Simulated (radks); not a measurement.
Values are calculated unless marked as measured or tabulated.
Dynamic dipole polarisability and lines of the gallium ion Ga13+, [Ar]. Level of theory: scalar-relativistic Kohn-Sham, LDA (Slater exchange, Perdew-Wang correlation), spin-polarised, spherical densities, finite nucleus; Fermi nuclear charge, rms radius of each element as measured or else 0.836 A^(1/3) + 0.57 fm (a radial shooting solver on a logarithmic mesh with Libxc functionals). Time-dependent linear response with the Hartree and adiabatic LDA kernel, continuum included through the Sternheimer equations, no spin-orbit coupling, so fine structure and intercombination lines are absent. Lines are the poles of the dipole polarisability below minus the highest occupied eigenvalue, found on a grid refined at the orbital gaps; the lowest seven at most are given, and weak or close lines can be missed. The first line takes the name of the lowest orbital gap if no other gap lies below it; otherwise a line is named after a gap within 0.6 % of it, if that gap stands alone.

photon energy (eV)  alpha (bohr^3)
0                           0.1887
22.372                      0.1971
52.202                      0.2479
82.031                      0.5177
111.86                     -0.5690
141.69                     -0.1117
171.52                    -0.03020
201.35                     0.01893
231.18                    -0.05987
261.01                      0.1435
290.84                     0.04005
320.67                    0.001242
350.50                    -0.09009
380.33                      0.4844
410.16                     -0.1600
439.98                    -0.07602

Lines (eV, oscillator strength): 99.747 (12.43 nm, 3p-3d), f = 2.10; 225.71 (5.493 nm, 3p-4s), f = 0.309; 271.48 (4.567 nm, 3p-4d), f = 1.11; 294.63 (4.208 nm, 3s-4p), f = 0.344; 323.82 (3.829 nm, 3p-5s), f = 0.0751; 344.68 (3.597 nm, 3p-5d), f = 0.409; 369.50 (3.355 nm, 3p-6s), f = 0.0282. Higher lines, where found, are left out when the end of the mesh affects them. Those listed give 94 % of the static polarisability (sum of f/w^2). Orbital energy gaps for comparison: 3p-3d 77.002 eV; 3p-4s 225.02 eV; 3p-4d 270.83 eV; 3s-4p 293.96 eV; 3p-5s 323.57 eV.
